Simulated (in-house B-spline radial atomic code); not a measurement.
A fraction x of an electron is removed from 3s in neutral magnesium, starting from [Ne] 3s2 and keeping the highest spin. Computed with a B-spline radial code for spherical atoms: scalar-relativistic (X2C) TPSS, spin-polarised, spherical fractional occupations, Fermi nucleus of rms radius 3.057 fm.

```tsv
x	E(x) - E(0) (eV)	3s down level (eV)
0	0.0000	-4.762
0.2	1.0607	-5.847
0.3	1.6726	-6.391
0.49	2.9847	-7.418
0.5	3.0592	-7.472
0.51	3.1342	-7.526
0.66	4.3233	-8.333
0.84	5.9198	-9.485
0.88	6.3062	-9.846
1	7.5596	-
```

The exact functional would give a straight line between the two integer points. Deviations E(x) - E(0) - x[E(1) - E(0)], in eV: -0.451 at x = 0.2, -0.595 at x = 0.3, -0.72 at x = 0.49, -0.721 at x = 0.5, -0.721 at x = 0.51, -0.666 at x = 0.66, -0.43 at x = 0.84, -0.346 at x = 0.88.

The curve lies below the straight line by up to 0.721 eV (at x = 0.5): convex, the delocalisation error that favours fractional charges.

How well does Slater's transition state (minus the level at half occupation) give the ionisation energy?

It gives 7.472 eV against 7.560 eV from the two total energies; NIST lists 7.65 eV, ground level to ground level.
